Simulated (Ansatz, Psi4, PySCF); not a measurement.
System: ethenyl(trihydroxy)silane, C$_{2}$H$_{6}$O$_{3}$Si, net charge 0, singlet state. SMILES: C(=C)[Si](O)(O)O
Coordinates optimised at B3LYP-D3(BJ)/def2-TZVP (Ansatz, an electronic-structure program):
```xyz
12

C      2.3749    -0.5014    -0.2812
C      1.3807    -0.2840     0.5780
Si    -0.3590     0.0771     0.0654
O     -0.4303     0.4256    -1.5439
O     -1.3961    -1.1768     0.2802
O     -0.8642     1.2959     1.0357
H      2.2186    -0.4687    -1.3544
H      3.3852    -0.7261     0.0442
H      1.6025    -0.3358     1.6413
H      0.0853     1.1695    -1.8645
H     -1.4642    -1.8217    -0.4282
H     -1.8100     1.4581     1.0889
```

Property: size of the dipole moment, in D. Terms: six Cartesian d functions in 6-31G* and its kin unless marked 5d; 6-311+G** with 5d, 6d on Na to Ar in Ansatz; LANL2DZ with its own core potentials from Na on; non-relativistic; dispersion terms only where a functional's name holds one; spin-orbit terms left out. Ab initio and DFT rows: single points at B3LYP-D3(BJ) geometries (Ansatz).

```csv
level,program,size of the dipole moment (D)
PBE/3-21G,Ansatz,1.62
BP86/def2-SVP,PySCF,1.28
B3LYP/LANL2DZ,Ansatz,1.96
B3LYP/6-31+G*,Ansatz,1.45
B3LYP/6-31G**,Ansatz,1.39
B3LYP/cc-pVDZ,Ansatz,1.26
M06-2X/6-31G* (5d),PySCF,1.47
wB97X-D/6-31G*,Psi4,1.47
wB97X-D/6-311+G**,Psi4,1.48
```

No value to compare with is used here. The 9 habitual levels span 1.26 (B3LYP/cc-pVDZ) to 1.96 D (B3LYP/LANL2DZ).

The levels are drawn from those run, B3LYP/6-31G* more often than the rest, none by its result; left out are runs that failed, that the program found above a lower state of the same kind, or whose <S^2> lies over 0.5 above the pure value.
